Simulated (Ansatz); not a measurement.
Total energies of C2Cl3F3 (`FC(F)(Cl)C(F)(Cl)Cl`).

```xyz
8

F    -0.175    0.679    1.604
C     0.286   -0.192    0.713
F    -0.108   -1.412    1.073
Cl    2.042   -0.143    0.684
C    -0.308    0.127   -0.693
F     0.176   -0.768   -1.559
Cl   -2.058   -0.034   -0.620
Cl    0.145    1.743   -1.202
```

Charge 0, multiplicity 1. The geometry is a stationary point of PBE0-D4/def2-TZVP. It is one conformer, not always the lowest. Basis def2-TZVPP, Ansatz 0.2.0.

RPA on PBE orbitals: Hartree–Fock energy of these orbitals -1752.61184 Eh, correlation -2.50829 Eh (frozen core).

```
             functional                                       kind  energy without D4 (Eh)  D4 term (kJ/mol)
            LDA (SPW92)                                        LDA             -1749.52739                 –
                    PBE                                        GGA             -1755.60536             -29.5
                 revPBE                                        GGA             -1756.15151             -90.2
                   BLYP                                        GGA             -1756.47139             -65.8
                 r2SCAN                                   meta-GGA             -1756.28391              -7.1
                 B97M-V                         meta-GGA with VV10             -1756.06962                 –
                   PBE0         global hybrid, 25 % exact exchange             -1755.70984             -24.9
                  B3LYP                        global hybrid, 20 %             -1756.56227             -48.0
                r2SCANh                      meta-GGA hybrid, 10 %             -1756.25702              -7.5
                r2SCAN0                      meta-GGA hybrid, 25 %             -1756.21893              -8.4
HSE06 (plane-wave form)                            screened hybrid             -1755.67162             -23.2
                  BHLYP                        global hybrid, 50 %             -1756.36560             -36.0
              CAM-B3LYP                     range-separated hybrid             -1756.46722             -25.4
                LC-ωPBE                long-range corrected hybrid             -1755.94097                 –
                ωB97X-V       range-separated hybrid GGA with VV10             -1756.21039                 –
                ωB97M-V  range-separated hybrid meta-GGA with VV10             -1756.38385                 –
                 B2PLYP                              double hybrid             -1755.91911                 –
               PBE-QIDH                              double hybrid             -1755.41068                 –
```

B3LYP takes the VWN-RPA correlation (the form of Gaussian; ORCA's B3LYP/G). HSE06 is the plane-wave form, built on full-range PBE exchange. The double hybrids freeze the cores in their second-order part.

LC-ωPBE has ω = 0.4 bohr⁻¹.
